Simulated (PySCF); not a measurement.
Bond curve of BiH

Set-up: Bi def2-SVPD with ECP60, H def2-SVPD; scalar-relativistic core potentials (PySCF 2.14). Energies in eV from Bi + H in their ground configurations at the same level. State: ³Σ⁻ (triplet), unpaired electrons π ↑↑.

All columns are PBE0. A positive dipole means Bi(−)H(+).

```
R (Å)  E (eV)  μ (D)  Mulliken charge on Bi (basis-dependent)  HOMO (eV)  LUMO (eV)  Mayer bond order  ⟨S²⟩
1.552  -1.792  -0.08                                     0.00      -6.08      -2.63              0.99  2.00
1.625  -2.083  -0.26                                     0.01      -6.08      -2.63              0.99  2.00
1.697  -2.248  -0.44                                     0.02      -6.09      -2.64              0.99  2.01
1.751  -2.309  -0.57                                     0.03      -6.10      -2.64              0.99  2.01
1.805  -2.327  -0.69                                     0.05      -6.11      -2.65              0.99  2.01
1.859  -2.309  -0.82                                     0.06      -6.12      -2.66              0.99  2.01
1.931  -2.243  -0.98                                     0.07      -6.14      -2.67              0.99  2.01
2.022  -2.110  -1.18                                     0.09      -6.17      -2.70              0.98  2.01
2.130  -1.901  -1.40                                     0.10      -6.22      -2.72              0.97  2.02
2.274  -1.579  -1.66                                     0.11      -6.28      -2.75              0.95  2.04
```

A fit through these points gives, at Re = 1.803 Å, μ = -0.69 D and dμ/dR = -2.35 D/Å; the reduced mass is 1.003 u.

Problem. How strong is the fundamental in the double-harmonic approximation, I = 42.26·(dμ/dR)²/μred km/mol?

Solution. I = 42.26·(-2.35)²/1.003 = 233 km/mol at PBE0.

These are scalar-relativistic numbers at best; spin–orbit coupling would shift them, the dissociation energy most. The state was picked by a PBE0 search and need not be the measured ground state.
